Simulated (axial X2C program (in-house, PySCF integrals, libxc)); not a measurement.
**Curves of HNbH from open-shell CI on d3 s0 p(π)0**

Calculated with an in-house all-electron X2C program for linear molecules (integrals from PySCF): two-component X2C with atomic mean-field Coulomb and Gaunt terms, basis H dyall-v3z, Nb dyall-v3z (cores contracted in-house). Orbitals come from Hartree–Fock averaged over the configuration Nb d3 s0 p(π)0; CI then distributes these electrons over the d, s, p(π) shells of Nb.

Scan along the symmetric stretch (R is each bond); masses H 1.008 u, Nb 92.906 u, H 1.008 u. Energies in cm⁻¹ from the lowest point; levels are followed by energy order within each Ω. Lowest level at 1.923 Å: 100% d3.

```tsv
R (Å)	(1)Ω=1/2	(1)Ω=3/2	(2)Ω=1/2	(3)Ω=1/2	(2)Ω=3/2	(3)Ω=3/2	(1)Ω=5/2	(2)Ω=5/2	(1)Ω=7/2
1.788	1880	2009	3872	4060	3509	4126	3966	4232	4431
1.856	466	604	2331	2532	2318	2594	2675	2797	3249
1.923	0	148	1729	1946	1968	2064	2083	2505	2969
2.000	356	518	1928	2169	2197	2566	2284	3026	3494
2.077	1446	1625	2871	3142	3155	3781	3230	4242	4714
2.163	3313	3513	4590	4898	4891	5751	4950	6210	6684
2.269	6281	6508	7405	7766	7732	8800	7767	9251	9723
```

Q: Fit the curves (1)Ω=1/2, (1)Ω=3/2, (2)Ω=1/2, (3)Ω=1/2, (1)Ω=7/2 near their minima.

A: From the open-shell CI curves, Te from the lowest:

| level | Te (cm⁻¹) | Re (Å) | ωe (cm⁻¹) |
| --- | --- | --- | --- |
| (1)Ω=1/2 | 0 | 1.930 | 1626.2 |
| (1)Ω=3/2 | 149 | 1.929 | 1631.6 |
| (2)Ω=1/2 | 1701 | 1.943 | 1591.3 |
| (3)Ω=1/2 | 1924 | 1.941 | 1601.1 |
| (1)Ω=7/2 | 2966 | 1.914 | 1630.2 |

Without dynamic correlation distances can be off by several hundredths of an Å (long for ionic bonds, short for multiple bonds) and the wavenumbers are rough.

The 9 lowest curves are shown; the next is (1)Ω=9/2, from 3440 cm⁻¹.

Dynamic correlation is missing, so gaps between terms are too wide and other configurations may lie lower; the lowest level listed is that of this model, not necessarily the ground state. For d shells the ligand-field splittings (σ, π, δ) and their order can be off by a thousand cm⁻¹ or more. At most 4 roots were kept for each Ω > 0 (twice that for Ω = 0) within 3.2 eV of the lowest, so higher up levels can be missing between those listed; levels with Ω > 0 are doubly degenerate and listed once, Ω = 0 levels singly. Some active spinors are only partly of the character that their shell is named for, so the shell names and counts are nominal. States that fill the shells left empty in the average are placed too high. The molecule was held linear; bending was not examined.
